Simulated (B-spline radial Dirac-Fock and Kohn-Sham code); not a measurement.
Binding energies of Ba in different valence configurations

Model: multi-electron Dirac-Fock with separately optimised hole states, Breit and Lamb-shift corrections added in first order. Program: an atomic code on a B-spline grid. Correlation energy is missing from these numbers.

Reference: the tabulated ground configuration [Xe] 6s2, with 2s 6003.8 eV, 2p1/2 5633.2 eV, 4s 271.9 eV, 4d3/2 100.6 eV, 5p1/2 24.29 eV, 5p3/2 22.14 eV, Kα1 32190.7 eV, Kβ1 36372.5 eV, Lα1 4466.7 eV, Lβ2 5158.3 eV.

Shifts from the reference in eV.

```tsv
configuration	average energy	2s	2p1/2	4s	4d3/2	5p1/2	5p3/2	Kα1	Kβ1	Lα1	Lβ2
[Xe] 6s1 6p1	+1.31	+0.97	+0.99	+0.94	+0.99	+0.94	+0.93	-0.02	-0.02	0.00	+0.01
[Xe] 5d1 6s1	+1.06	-2.25	-2.22	-2.22	-2.11	-1.65	-1.60	+0.10	+0.09	-0.02	-0.11
[Xe] 5d2	+2.76	-3.93	-3.88	-3.87	-3.72	-2.93	-2.83	+0.20	+0.19	-0.04	-0.17
```

Values without a named source are computed, but for edge energies of neutral atoms, which are taken from tables.
